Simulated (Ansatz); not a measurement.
`CO[SiH]([SiH3])Cl` + H–F → `CO[SiH](F)[SiH3]` + HCl at 600 K and 1 bar (ligand exchange at the Si–Cl bond).

Calculated with Ansatz (gas phase, PBE0-D4/def2-TZVP geometries, no zero-point term in ΔE). CBS: MP2 limit from def2 TZ/QZ plus the TZ coupled-cluster correction, frozen cores. This one scheme is used for every species. One conformer a species, not always the lowest.

| species | CCSD(T)/CBS energy (Eh) | H − E (kJ/mol) | S (J/(mol·K)) |
| --- | --- | --- | --- |
| `CO[SiH]([SiH3])Cl` | -1155.45034 | 278.7 | 500.9 |
| H–F | -100.39570 | 42.3 | 194.0 |
| `CO[SiH](F)[SiH3]` | -795.47815 | 280.0 | 488.3 |
| HCl | -460.38127 | 35.4 | 207.2 |

H − E and S are ideal-gas, rigid-rotor, harmonic terms from PBE0-D4/def2-TZVP, for one conformer and one mirror image of each species. 1 Eh = 2625.50 kJ/mol, R = 8.31446 J/(mol·K).

Task: By hand: ΔE, ΔH, ΔS and ΔG.

Result: ΔE = (-795.47815) + (-460.38127) − (-1155.45034) − (-100.39570) = -0.01338 Eh = -35.1 kJ/mol. Δ(H − E) = 280.0 + 35.4 − 278.7 − 42.3 = -5.6, so ΔH = -40.7 kJ/mol. ΔS = 488.3 + 207.2 − 500.9 − 194.0 = 0.6 J/(mol·K). ΔG = -40.7 − 600 × (0.6)/1000 = -41.1 kJ/mol.

Task: By hand: the equilibrium constant, and the temperature at which ΔG would vanish if ΔH and ΔS stayed fixed.

Result: log₁₀ K = −ΔG/(RT ln 10) = 3.6. ΔH and −TΔS have one sign here, so there is no such temperature.

The number of gas molecules stays the same, so ΔS is small and ΔH decides. A doubt of 5 kJ/mol in ΔE shifts log₁₀ K by 0.4 here. Other conformers and mirror images would add mixing entropy, several J/(mol·K) or more a flexible species. These are equilibria of isolated gas molecules and say nothing of rates. Largest T1 diagnostic: 0.012 (customary marks: 0.02 for closed shells, 0.045 for open ones).

ΔS is within the doubt of such terms, so its sign, and with it that verdict, could turn.
